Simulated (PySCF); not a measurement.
Structure with atom numbers: `[F:1][C:2]1=[CH:3][CH2:4][CH:5]=[C:6]1[F:7]` (H(Xn): hydrogen on atom n).

Geometry: PBE0-D3(BJ)/def2-SVP; GIAO shifts from PySCF 2.14.0 with density-fitted response routines, gas phase, non-relativistic, averaged over equivalent atoms.

At PBE0/STO-3G (39 basis functions, 2.5 s wall time on 1 thread of an Arm Neoverse V2, shared host):
```tsv
atoms	δ (ppm)
F1/F7	-35.3
C2/C6	125.5
C3/C5	100.1
C4	34.7
H(C3)/H(C5)	5.16
H(C4)	2.07
```

References, each an isolated molecule treated in the same way: CFCl3 for ¹⁹F (σref 304.40); TMS for ¹³C (σref 234.69) and ¹H (σref 32.60).

Estimate the result of repeating the calculation with PBE0/def2-TZVP.

## Answers


| atoms | δ at PBE0/def2-TZVP | change |
| --- | --- | --- |
| F1/F7 | -132.0 | -96.7 |
| C2/C6 | 163.7 | +38.2 |
| C3/C5 | 109.7 | +9.6 |
| C4 | 31.3 | -3.4 |
| H(C3)/H(C5) | 5.73 | +0.57 |
| H(C4) | 2.84 | +0.77 |

Shifts are taken against calculated references (same method and geometry level): ¹⁹F (σref 178.85) against CFCl3; ¹³C (σref 186.65), ¹H (σref 31.48) against TMS.

The largest change is at F1/F7 (vinylic fluorine). Cost: 241 basis functions, 54 s wall time on 1 thread of an Arm Neoverse N1, shared host. The order of the carbon signals is the same at both levels.

Unscaled 19F shifts against computed CFCl3 carry errors that often reach 10 to 50 ppm.
